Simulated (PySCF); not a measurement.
# Two-component Hartree-Fock for Tl (thallium, neutral)

Start: [Xe] 4f14 5d10 6s2 6p1; 6p3/2 filled at m_j = +3/2. Calculated with PySCF 2.14 in x2c-SVPall-2c (7s11p7d2f, 89 functions): generalised Hartree-Fock with the X2C-1e Hamiltonian and a Gaussian nucleus; one run each with spin-orbit coupling (SO) screened by Boettger's factors, then bare. This is a chosen level, not necessarily the ground level.

| spinor shell | electrons | ε, screened SO (eV) | ε, bare SO (eV) | weight of nominal j (bare SO) | rms radius, bare SO (bohr) |
| --- | --- | --- | --- | --- | --- |
| 1s1/2 | 2 | -85977.8 | -85975.6 | 1.000 | 0.0184 |
| 2s1/2 | 2 | -15463.3 | -15462.6 | 1.000 | 0.0743 |
| 2p1/2 | 2 | -14820.4 | -14867.2 | 1.000 | 0.0626 |
| 2p3/2 | 4 | -12748.8 | -12734.8 | 1.000 | 0.0711 |
| 3s1/2 | 2 | -3764.5 | -3764.3 | 1.000 | 0.189 |
| 3p1/2 | 2 | -3475.5 | -3485.8 | 1.000 | 0.181 |
| 3p3/2 | 4 | -3008.1 | -3004.9 | 1.000 | 0.198 |
| 3d3/2 | 4 | -2535.6 | -2544.2 | 1.000 | 0.173 |
| 4s1/2 | 2 | -880.10 | -880.06 | 1.000 | 0.416 |
| 4p1/2 | 2 | -754.15 | -756.71 | 1.000 | 0.419 |
| 4p3/2 | 4 | -639.00 | -638.22 | 1.000 | 0.454 |
| 4d3/2 | 4 | -432.73 | -434.59 | 1.000 | 0.468 |
| 4d5/2 | 6 | -411.31 | -410.12 | 1.000 | 0.474 |
| 5s1/2 | 2 | -153.40 | -153.41 | 1.000 | 0.941 |
| 4f5/2 | 6 | -142.78 | -144.12 | 1.000 | 0.512 |
| 4f7/2 | 8 | -138.35 | -137.33 | 1.000 | 0.514 |
| 5p1/2 | 2 | -108.86 | -109.36 | 1.000 | 1.01 |
| 5p3/2 | 4 | -88.000 | -87.872 | 1.000 | 1.11 |
| 5d3/2 | 4 | -24.454 | -24.659 | 1.000 | 1.45 |
| 5d5/2 | 6 | -22.290 | -22.172 | 1.000 | 1.50 |
| 6s1/2 | 2 | -12.312 | -12.320 | 1.000 | 2.76 |
| 6p3/2 | 1 | -4.800 | -4.797 | 1.000 | 4.15 |

Where does 3d5/2 lie, and what is the 3d spin-orbit splitting (bare SO)?

At -2431.3 eV, 112.81 eV above 3d3/2.

```tsv
quantity	screened SO	bare SO
E (hartree)	-20263.79749	-20265.86321
M_J	3/2	3/2
⟨J²⟩	3.758	3.758
⟨L²⟩	2.188	2.202
⟨S²⟩	0.937	0.951
```

Each row is a mean over spinors that exchange with the open shell spreads, by up to 1.226 eV (6s1/2).

Breit and QED terms are absent; they matter most for the inner s and p1/2 levels.

Densities and radii are taken from the X2C orbitals without a picture-change correction, which distorts them close to the nucleus.
